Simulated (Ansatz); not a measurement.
Start from `C[N](C)[Mg][OH]` and change one atom or group to get `CN(C)[Si]O`.

Ansatz, PBE0-D4/def2-TZVP geometries, multiplicity 1. Each molecule was computed in one conformer, which needn't be the lowest.

```
                                        property  `C[N](C)[Mg][OH]`
  size of the dipole moment (PBE/def2-TZVPP) / D               0.67
              HOMO energy (PBE0/def2-TZVPP) / eV              -5.43
              LUMO energy (PBE0/def2-TZVPP) / eV              -0.96
size of the dipole moment (B3LYP/def2-TZVPP) / D               0.72
  zero-point energy (PBE0-D4/def2-TZVP) / kJ/mol              243.8
               HOMO energy (PBE/def2-TZVPP) / eV              -4.22
```

**Question.** Give the same properties after the change, and the shifts. (Best estimate.)

**Answer.** Computed: 
| property | `CN(C)[Si]O` | shift |
| --- | --- | --- |
| size of the dipole moment (PBE/def2-TZVPP) / D | 3.20 | 2.53 |
| HOMO energy (PBE0/def2-TZVPP) / eV | -6.64 | -1.21 |
| LUMO energy (PBE0/def2-TZVPP) / eV | -0.65 | 0.31 |
| size of the dipole moment (B3LYP/def2-TZVPP) / D | 3.13 | 2.41 |
| zero-point energy (PBE0-D4/def2-TZVP) / kJ/mol | 253.3 | 9.5 |
| HOMO energy (PBE/def2-TZVPP) / eV | -5.55 | -1.33 |

With PBE0 the HOMO falls by 1.21 eV and the LUMO rises by 0.31 eV, so the gap widens by about 1.52 eV. PBE moves the HOMO by -1.33 eV and ωB97M-V by -1.06 eV. Dipoles are sizes alone; their direction can turn.

B3LYP here is the variant with VWN-RPA as its local correlation; programs differ in this.
